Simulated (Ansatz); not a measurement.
C$_{2}$H$_{6}$Bi (SMILES [CH3][Bi+][CH3]), charge +1, singlet, at a GFN2-xTB geometry (such geometries of metal compounds can be far from the true shape) (core potentials on Bi); B97M-V/def2-SVP (Ansatz, a quantum-chemistry and plane-wave program).

Input for Ansatz:
Ansatz 0.2 input:
```yaml
crystal:
  periodic: [false, false, false]
  atoms:
    - {symbol: Bi, position_ang: [0.15849311, 0.10790182, 0.21239339]}
    - {symbol: C, position_ang: [0.52118305, -0.24898510, -1.92464095]}
    - {symbol: H, position_ang: [0.98888105, -1.23149384, -1.99671150]}
    - {symbol: H, position_ang: [1.21958302, 0.46118616, -2.34720890]}
    - {symbol: H, position_ang: [-0.39610693, -0.28846732, -2.49484116]}
    - {symbol: C, position_ang: [-1.88803974, -0.68156838, 0.09294414]}
    - {symbol: H, position_ang: [-2.01900144, -1.35573395, -0.74159636]}
    - {symbol: H, position_ang: [-2.53845945, 0.17654376, -0.07984695]}
    - {symbol: H, position_ang: [-2.20868459, -1.13456466, 1.02173404]}
basis:
  gaussian:
    orbitals: def2-SVP
hamiltonian:
  xc: {name: B97M-V}
total_charge: 1
```

It wrote (shortened):

```
Functional definition: B97M-V
940 factors; their error is unknown
mean field evaluation 1: about -7980.0696 eV, gradient 9.0e1 eV
mean field evaluation 2: about -7906.8159 eV, gradient 1.4e2 eV
mean field evaluation 4: about -8002.4069 eV, gradient 7.1e0 eV
mean field evaluation 8: about -8002.5162 eV, gradient 1.9e-1 eV
mean field evaluation 16: about -8002.5163 eV, gradient 1.5e-5 eV
mean field -8002.51628869 eV, -294.0870493090 hartree, gradient 1.5e-5 eV, S^2 0.000000; 0 other end points of the search recorded, 0 dependent functions left out
reference -8002.51633615 eV, -294.0870510533 hartree; 20, 20 occupied and 64, 64 virtual orbitals, 940 factors
Total energy: -8002.51633615 eV, -294.0870510533 hartree
```
